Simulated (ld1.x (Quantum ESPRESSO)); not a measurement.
# Building the PAW potential for erbium (LDA (PZ), scalar-relativistic).

Input for ld1.x (Quantum ESPRESSO) 7.5:

```
&input
   title='Er', zed=68., rel=1, dft='PZ', iswitch=3,
   config='[Xe] 4f12 5d0 6s1 6p0',
   nld=4, rlderiv=2.60, eminld=-6.0, emaxld=5.0, deld=0.02
 /
 &inputp
   pseudotype=3, lpaw=.true., tm=.true., lloc=-1, rcloc=2.30,
   nlcc=.true., new_core_ps=.true.,
   which_augfun='PSQ', rmatch_augfun_nc=.true.,
   file_pseudopw='Er.UPF', file_wfcaegen='ae.wfc', file_wfcncgen='nc.wfc', file_beta='beta', file_chi='chi', file_wfcusgen='us.wfc'
 /
8
5S  1  0   2.00   0.00  1.70  2.25  0.0
6S  2  0   1.00   0.00  1.70  2.25  0.0
5P  2  1   6.00   0.00  1.95  2.40  0.0
6P  3  1   0.00   0.00  1.95  2.40  0.0
5D  3  2   0.00   0.00  2.05  2.20  0.0
5D  3  2   0.00   3.00  2.05  2.20  0.0
4F  4  3  12.00   0.00  0.75  0.80  0.0
4F  4  3   0.00   3.90  0.75  0.80  0.0
 &test
   configts(1)='4f12 5s2 5p6 5d0 6s1 6p0'
 /
```

Command:

```bash
ld1.x < Er.in > Er.out
```

The program printed (shortened: banner, matrices, multipoles, cross overlaps and the repeated all-electron block are left out):

```
Program LD1 v.7.5
     --------------------------- All-electron run ----------------------------

     Er
     scalar relativistic calculation

     atomic number is 68.00
     dft =PZ   lsd =0 sic =0 latt =0  beta=0.20 tr2=1.0E-14
     Exchange-correlation= PZ
                           (   1   1   0   0   0   0   0)
     mesh =1267 r(mesh) = 100.03222 a.u. xmin = -7.00 dx = 0.01250
     1 Ry =  13.60569312 eV, c = 137.03599908

     n l     nl                  e(Ry)          e(Ha)          e(eV)
     1 0     1S 1( 2.00)     -4213.8366     -2106.9183    -57332.1675
     2 0     2S 1( 2.00)      -708.3965      -354.1982     -9638.2252
     2 1     2P 1( 6.00)      -626.8446      -313.4223     -8528.6556
     3 0     3S 1( 2.00)      -159.0609       -79.5304     -2164.1333
     3 1     3P 1( 6.00)      -134.2568       -67.1284     -1826.6563
     4 0     4S 1( 2.00)       -31.7233       -15.8617      -431.6177
     4 1     4P 1( 6.00)       -23.5620       -11.7810      -320.5776
     3 2     3D 1(10.00)      -103.1546       -51.5773     -1403.4903
     5 0     5S 1( 2.00)        -4.3186        -2.1593       -58.7574
     5 1     5P 1( 6.00)        -2.4433        -1.2216       -33.2425
     4 2     4D 1(10.00)       -12.6311        -6.3155      -171.8548
     4 3     4F 1(12.00)        -0.7367        -0.3683       -10.0227
     5 2     5D 1( 0.00)        -0.5105        -0.2552        -6.9452
     6 0     6S 1( 1.00)        -0.6863        -0.3431        -9.3370
     6 1     6P 1( 0.00)        -0.4132        -0.2066        -5.6222

     final scf error:  3.2E-15 reached in  37 iterations

     Etot =  -26155.739420 Ry,  -13077.869710 Ha, -355866.963956 eV

     Ekin =   28354.085322 Ry,   14177.042661 Ha,  385776.983671 eV
     Encl =  -64178.583593 Ry,  -32089.291796 Ha, -873194.113434 eV
     Eh   =   10207.182692 Ry,    5103.591346 Ha,  138875.795354 eV
     Exc  =    -538.423841 Ry,    -269.211920 Ha,   -7325.629547 eV

     normalization and overlap integrals

     s(1S/1S) =  1.000000  <r> =   0.0204  <r2> =    0.0006  r(max) =   0.0128
     s(2S/2S) =  1.000000  <r> =   0.0865  <r2> =    0.0088  r(max) =   0.0728
     s(2P/2P) =  1.000000  <r> =   0.0767  <r2> =    0.0072  r(max) =   0.0596
     s(3S/3S) =  1.000000  <r> =   0.2256  <r2> =    0.0581  r(max) =   0.2081
     s(3P/3P) =  1.000000  <r> =   0.2247  <r2> =    0.0585  r(max) =   0.2030
     s(4S/4S) =  1.000000  <r> =   0.5084  <r2> =    0.2919  r(max) =   0.4750
     s(4P/4P) =  1.000000  <r> =   0.5394  <r2> =    0.3312  r(max) =   0.4931
     s(3D/3D) =  1.000000  <r> =   0.2039  <r2> =    0.0488  r(max) =   0.1662
     s(5S/5S) =  1.000000  <r> =   1.2522  <r2> =    1.7685  r(max) =   1.1113
     s(5P/5P) =  1.000000  <r> =   1.4945  <r2> =    2.5496  r(max) =   1.2751
     s(4D/4D) =  1.000000  <r> =   0.5841  <r2> =    0.3964  r(max) =   0.5120
     s(4F/4F) =  1.000000  <r> =   0.8265  <r2> =    0.9472  r(max) =   0.5056
     s(5D/5D) =  1.000000  <r> =   2.7707  <r2> =    9.3076  r(max) =   1.9997
     s(6S/6S) =  1.000000  <r> =   3.5814  <r2> =   14.4406  r(max) =   3.1361
     s(6P/6P) =  1.000000  <r> =   4.6524  <r2> =   24.3841  r(max) =   4.0775

     ------------------------ End of All-electron run ------------------------

     --------------------- Generating PAW atomic setup --------------------

      Generating local potential from pseudized AE potential:
      Matching radius rcloc =   2.3000

      Local pseudo, rcloc= 2.294 Estimated cut-off energy=     4.54 Ry

      Computing core charge for nlcc:

       r > 0.67 : true rho core
      Core charge pseudized with two Bessel functions
      Integrated core pseudo-charge :  27.16
      Wfc-us  5S rcutus= 2.238  Estimated cut-off energy=    11.27 Ry
      Wfc-us  6S rcutus= 2.238  Estimated cut-off energy=    23.04 Ry
      Wfc-us  5P rcutus= 2.412  Estimated cut-off energy=    14.67 Ry
      Wfc-us  6P rcutus= 2.412  Estimated cut-off energy=    27.38 Ry
      Wfc-us  5D rcutus= 2.183  Estimated cut-off energy=    23.44 Ry
      Wfc-us  5D rcutus= 2.183  Estimated cut-off energy=    42.01 Ry
      Wfc-us  4F rcutus= 0.803  Estimated cut-off energy=   241.77 Ry
      Wfc-us  4F rcutus= 0.803  Estimated cut-off energy=   275.92 Ry

     Required augmentation: PSQ   radius:    2.400000
      Problem with multipole  2  0:  4  1 l3=  1     -0.0000234

     Q pseudized with Bessel functions
     Expected ecutrho=    1039.4047 due to l1=  3   l2=  3

     Estimated PAW energy = -869.153847 Ryd

     ------------------- End of pseudopotential generation -------------------

     Computing logarithmic derivative in   2.61630
     Computing logarithmic derivative in   2.61630
     Computing the partial wave expansion
     R is outside the sphere for l=    0 j= 0.00
     R is outside the sphere for l=    0 j= 0.00
     R is outside the sphere for l=    1 j= 0.00
     R is outside the sphere for l=    1 j= 0.00
     R is outside the sphere for l=    2 j= 0.00
     R is outside the sphere for l=    2 j= 0.00
     R is outside the sphere for l=    3 j= 0.00
     R is outside the sphere for l=    3 j= 0.00

     ---------------------- Testing the pseudopotential ----------------------

     Er
     scalar relativistic calculation

     atomic number is 68.00   valence charge is 22.00
     dft = SLA  PZ   NOGX NOGC   lsd =0 sic =0 latt =0  beta=0.20 tr2=1.0E-14
     mesh =1267 r(mesh) = 100.03222 xmin = -7.00 dx = 0.01250

     n l     nl             e AE (Ry)        e PS (Ry)    De AE-PS (Ry)
     4 3     4F   1(12.00)       -0.73665       -0.73667        0.00002
     1 0     5S   1( 2.00)       -4.31859       -4.31860        0.00002
     2 1     5P   1( 6.00)       -2.44328       -2.44330        0.00002
     3 2     5D   1( 0.00)       -0.51046       -0.51047        0.00001
     2 0     6S   1( 1.00)       -0.68626       -0.68627        0.00001
     3 1     6P   1( 0.00)       -0.41322       -0.41323        0.00001

     eps = 2.4E-15  iter =  6

     Etot =  -26155.739420 Ry,  -13077.869710 Ha, -355866.963956 eV
     Etotps =  -869.153851 Ry,    -434.576926 Ha,  -11825.440578 eV

     Ekin =     718.064046 Ry,     359.032023 Ha,    9769.759056 eV
     Encl =   -1411.913113 Ry,    -705.956556 Ha,  -19210.056527 eV
     Ehrt =     363.119038 Ry,     181.559519 Ha,    4940.486201 eV
     Ecxc =    -538.423823 Ry,    -269.211912 Ha,   -7325.629308 eV
     (Ecc =    -110.001086 Ry,     -55.000543 Ha,   -1496.641019 eV)

     ---------------------- End of pseudopotential test ----------------------
```

The ghost test of this file was not conclusive. Its overlap operator is not positive definite in a basis up to 400 Ry (lowest eigenvalue s -0.02, p -0.12), so the file is unfit for use: the generalised eigenproblem breaks down once the basis is large enough, and its test numbers describe a broken file.

Generation and configuration tests took about 4.5 s on one core of a shared server CPU.
